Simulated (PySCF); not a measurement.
Computed properties of Al(AsH2)2(OH) (AlAs2H5O), SMILES [Al]([AsH2])([AsH2])[OH]

Al(AsH2)2(OH) (AlAs2H5O), SMILES [Al]([AsH2])([OH])[AsH2]. Coordinates come from a B3LYP-D3(BJ)/def2-SVP optimisation. One conformer was computed; it need not be the lowest. All values are computed for the isolated molecule unless a solvent is named; none is compared with measurement here.

**Structure.** All 21 harmonic modes at B3LYP-D3(BJ)/def2-SVP (PySCF) are real, so it is a minimum. With heavy atoms numbered as in [Al:1]([AsH2:2])([AsH2:5])[OH:8], the shortest bond between them is Al1–O8 at 1.708 Å and the longest Al1–As5 at 2.453 Å.

**Vibrations.** The strongest infrared lines (harmonic, unscaled, degenerate partners summed) lie at 351 cm⁻¹ (122 km/mol, H 90 %, O 10 %), 2178 cm⁻¹ (109 km/mol, H 99 %), 578 cm⁻¹ (107 km/mol, H 78 %, O 11 %, Al 10 %). The softest mode is at 63 cm⁻¹ and the zero-point energy is 28.0 kcal/mol.

**Electronic structure.** PBE0/def2-TZVP (PySCF) places the frontier levels at -6.78 and -0.92 eV, a gap of 5.86 eV, and gives a dipole moment of 1.25 D and a mean polarisability of 98.3 bohr³.

**Excitations.** TDA-CAM-B3LYP/def2-SVPD (PySCF) has S1 at 4.84 eV (256 nm, f = 0.001, dark); the most intense of the 10 singlets computed lies at 6.57 eV (f = 0.45). T1 (TDA) is at 4.35 eV, 0.49 eV under S1. No vertical singlet excitation falls in the visible range (under 3.1 eV).

**NMR.** GIAO shifts at HF/pcSseg-1 (PySCF) (non-relativistic, atoms alike by connectivity averaged): ¹H from 1.7 to 3.4 ppm against TMS.
